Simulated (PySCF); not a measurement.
Substituent chemical shifts

Parent skeleton `[F:1][CH:2]([SiH3:3])[SiH2:4][Cl:5]`; one hydrogen on atom 4 is replaced by X. Hydrogens on one atom are averaged.

All values are calculated (PySCF): geometry from GFN2-xTB, shielding tensors at PBE0/pcSseg-1 (GIAO). One averaged value for each set of equivalent atoms, single conformer, relativity neglected, no solvent.

Shifts are taken against calculated references (same method and geometry level): ¹⁹F against CFCl3; ¹³C, ²⁹Si, ¹H vs TMS; ³⁵Cl vs HCl.

(1) Give δ (ppm) for X = F, isopropenyl, CF3, allyl, CH2CF3, cPr.

(2) Which position responds most, and to which substituents?

Answers

(1) 
| X | SMILES | F1 | C2 | Si3 | Si4 | Cl5 | H(C2) | H(Si3) | H(Si4) |
| --- | --- | --- | --- | --- | --- | --- | --- | --- | --- |
| F | F[C@@H]([SiH3])[Si@@H](F)Cl | -311.9 | 84.7 | -77.3 | 4.2 | 41.5 | 5.38 | 4.13 | 5.74 |
| isopropenyl | C=C(C)[Si@@H](Cl)[C@H](F)[SiH3] | -298.7 | 87.4 | -75.9 | -1.0 | -25.7 | 5.21 | 3.99 | 5.42 |
| CF3 | F[C@@H]([SiH3])[Si@@H](Cl)C(F)(F)F | -311.7 | 86.3 | -72.5 | -12.6 | -38.2 | 5.64 | 4.14 | 5.30 |
| allyl | C=CC[Si@@H](Cl)[C@H](F)[SiH3] | -304.7 | 83.0 | -76.4 | 0.6 | -33.6 | 5.44 | 4.09 | 5.03 |
| CH2CF3 | F[C@@H]([SiH3])[Si@H](Cl)CC(F)(F)F | -301.1 | 85.7 | -78.9 | -1.1 | -31.1 | 5.22 | 4.06 | 5.74 |
| cPr | F[C@@H]([SiH3])[Si@@H](Cl)C1CC1 | -301.1 | 87.2 | -75.5 | 13.1 | -17.3 | 5.41 | 4.06 | 4.69 |

(2) Cl5: from -38.2 ppm with CF3 to 41.5 ppm with F.

Unscaled 19F shifts against computed CFCl3 carry errors that often reach 10 to 50 ppm.
